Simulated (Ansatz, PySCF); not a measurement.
This PySCF input computes a SVWN5/def2-TZVPD energy:

```python
from pyscf import gto, scf, dft

mol = gto.M(
    atom='''
    O    -1.44519553    0.09522087   -0.08145760
    Si    0.08755461    0.00914778   -0.00119263
    O     1.56144574   -0.19888809    0.12744914
    H    -2.15576622    0.70126888   -0.35123545
    ''',
    basis='def2-tzvpd',
    charge=1,
    spin=0,
    verbose=4,
)

mf = dft.RKS(mol, xc='svwn').density_fit(auxbasis='def2-universal-jkfit')
mf.grids.level = 3
mf.conv_tol = 1e-9
mf.max_cycle = 100
mf.max_memory = 1500
mf.kernel()
if not mf.converged:
    mf = mf.newton()
    mf.kernel(mf.make_rdm1())
mf.analyze()
```

Q: Write an input for the same energy in Ansatz (a first-principles code) and say what it gives.

A: 
Ansatz 0.2 input:
```yaml
crystal:
  periodic: [false, false, false]
  atoms:
    - {symbol: O, position_ang: [-1.44519553, 0.09522087, -0.08145760]}
    - {symbol: Si, position_ang: [0.08755461, 0.00914778, -0.00119263]}
    - {symbol: O, position_ang: [1.56144574, -0.19888809, 0.12744914]}
    - {symbol: H, position_ang: [-2.15576622, 0.70126888, -0.35123545]}
basis:
  gaussian:
    orbitals: def2-TZVPD
hamiltonian:
  xc: {name: SVWN5}
total_charge: 1
output: {forces: true}
```
It gives -438.08793 Eh, and PySCF -438.08798 Eh, a difference of 0.05 mEh, from the treatment of integrals and grids.

It need not be the lowest isomer of its formula.
